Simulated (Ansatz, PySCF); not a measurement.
This singlet lies 1.25 eV below the relaxed triplet at the level B3LYP/cc-pVTZ // PBE0-D3(BJ)/def2-TZVP (Ansatz, an electronic-structure program).

Cartesian coordinates (Å):
SMILES: C=[CH][GeH]
```xyz
7

C     -1.1674     0.0232     0.1428
C      0.1012     0.2342    -0.2222
Ge     1.4826    -0.8891     0.6093
H     -1.4225    -0.7403     0.8757
H     -2.0030     0.5904    -0.2629
H      0.3074     1.0086    -0.9580
H      2.7017    -0.2270    -0.1848
```
Charge 0, spin multiplicity 1.

Q: What LUMO, dipole moment and HOMO–LUMO gap does PBE0-D3(BJ)/def2-TZVP (PySCF 2.14.0) give?

A: 
The LUMO is -2.70 eV and the dipole moment is 1.28 D. The HOMO–LUMO gap is 3.77 eV.
